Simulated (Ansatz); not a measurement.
This geometry of B2F3GeH3 (9 atoms, charge 0, multiplicity 1) is a first-order saddle point.

Theory: RKS PBE/def2-SVP in Ansatz 0.2.0.

```xyz
9
Properties=species:S:1:pos:R:3
F 1.833 -1.202 -1.747
B 1.615 -0.718 -0.532
Ge -0.323 -0.560 0.226
F -1.462 -1.316 -0.920
B -1.088 1.399 0.436
F -0.727 2.315 -0.454
H 2.589 -0.346 0.110
H -0.482 -1.365 1.553
H -1.866 1.748 1.310
```

Which two structures does it join? (They come from a converged band through this point; their orientation in space is the band's.)

No bond is made or broken. The dihedral B2–Ge3–B5–H9 goes from -63 to 118°.

First end point:

```xyz
9
Properties=species:S:1:pos:R:3
F 2.163 -1.226 -1.327
B 1.642 -0.784 -0.192
Ge -0.422 -0.526 0.000
F -1.228 -1.169 -1.447
B -1.043 1.445 0.312
F -1.794 2.065 -0.586
H 2.410 -0.518 0.721
H -0.925 -1.403 1.193
H -0.715 2.071 1.310
```

Last end point:

```xyz
9
Properties=species:S:1:pos:R:3
F 2.143 -1.208 -1.367
B 1.647 -0.775 -0.217
Ge -0.411 -0.531 0.031
F -1.253 -1.191 -1.390
B -1.084 1.437 0.255
F -0.652 2.155 1.287
H 2.436 -0.501 0.676
H -0.887 -1.400 1.241
H -1.848 1.969 -0.534
```

How far does it lie above each of them?

7.8 kJ/mol above the first and 7.7 kJ/mol above the second. This is the barrier of this one path; another mechanism may lie lower.

Run time: 90 s on 2 threads of Intel(R) Xeon(R) 6975P-C (Granite Rapids) (shared host), peak memory 0.17 GiB.
